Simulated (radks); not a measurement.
Results of a calculation; reference values are marked as such.
Charge is removed step by step from the 3d up level of the chromium ion Cr+, starting from [Ar] 3d(up 5, down 0). Code: a radial shooting solver on a logarithmic mesh with Libxc functionals. Model: scalar-relativistic Kohn-Sham, PBE, spin-polarised, spherical densities, finite nucleus; Fermi nuclear charge, rms radius 3.6452 fm.

| removed (e) | E - E(0) (eV) | eigenvalue (eV) | E minus straight line (eV) |
|---|---|---|---|
| 0 | 0.000 | -10.926 | 0.000 |
| 0.25 | 3.099 | -13.903 | -1.215 |
| 0.5 | 6.971 | -17.111 | -1.657 |
| 0.75 | 11.672 | -20.534 | -1.269 |
| 1 | 17.254 | -24.157 | 0.000 |

Removing the whole electron costs 17.254 eV by Delta-SCF, against 10.926 eV from minus the eigenvalue at the starting occupation. Slater's transition state (half an electron removed) gives 17.111 eV. Integrating minus the eigenvalue over the occupation (Janak's theorem) gives 17.254 eV. In this scalar-relativistic scheme the density is built from large components alone, so the theorem holds only approximately. The mean slope of the eigenvalue, de/dn, is 13.2 eV per electron. Ionisation energy of Cr+ in the NIST Atomic Spectra Database: 16.486 eV (measured).
